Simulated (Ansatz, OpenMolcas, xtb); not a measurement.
A ladder of methods for BGeNH6 (SMILES B[NH][GeH3])

BGeNH6: 9 atoms, total charge 0, spin state singlet. SMILES: `B[NH][GeH3]`. The coordinates come from a PBE0-D4/def2-TZVP relaxation.

```xyz
9

B    -0.8740    0.6295   -1.1629
N    -0.0233    0.6871   -0.0627
Ge    0.6652   -0.7614    0.8666
H    -1.2179   -0.4407   -1.5810
H    -1.2491    1.6470   -1.6748
H     0.2539    1.5984    0.2725
H     2.2016   -0.7148    0.8049
H     0.1149   -2.0152    0.1846
H     0.2173   -0.6760    2.3357
```

Quantity: the energy change with the B1–H5 bond stretched from 1.199 to 1.799 Å, in eV. The values are calculated.

```tsv
level	kind	program	value (eV)	less CCSD(T)/6-31G*	CPU time (all runs)
GFN0-xTB	semi-empirical	xtb	0.82	-0.90	under 2 s
HF/6-31G* (spherical functions) (restricted)	Hartree–Fock	OpenMolcas	1.97	+0.25	15 s
SVWN5/6-31G* (spherical functions) (restricted)	LDA	Ansatz	1.66	-0.06	6.2 s
revPBE/6-31G* (spherical functions) (restricted)	GGA	Ansatz	1.64	-0.08	9 s
r2SCAN0/6-31G* (spherical functions) (restricted)	hybrid meta-GGA	Ansatz	1.85	+0.13	21 s
HSE06/6-31G* (spherical functions) (restricted)	range-separated hybrid	Ansatz	1.79	+0.07	12 s
PBE-QIDH/6-31G* (spherical functions) (restricted)	double hybrid	Ansatz	1.90	+0.18	15 s
RPA@PBE/6-31G* (spherical functions) (restricted)	RPA	Ansatz	1.72	0.00	16 s
CCSD(T)/6-31G* (spherical functions) (restricted)	coupled cluster or CI	OpenMolcas	1.72	0.00	59 s
```

Differences are taken from CCSD(T)/6-31G* (spherical functions) (restricted) for orientation; it has basis-set and higher-order errors of its own. All-electron rows without a relativistic Hamiltonian named are non-relativistic. The first shape isn't each level's own minimum. The values span 0.82 to 1.97 eV. In the correlated wave-function rows the outer d shell of Ge is correlated, in sets not made for it. Times are those of the runs behind each value, whatever else they computed, on shared processors of several kinds: orders of magnitude only.
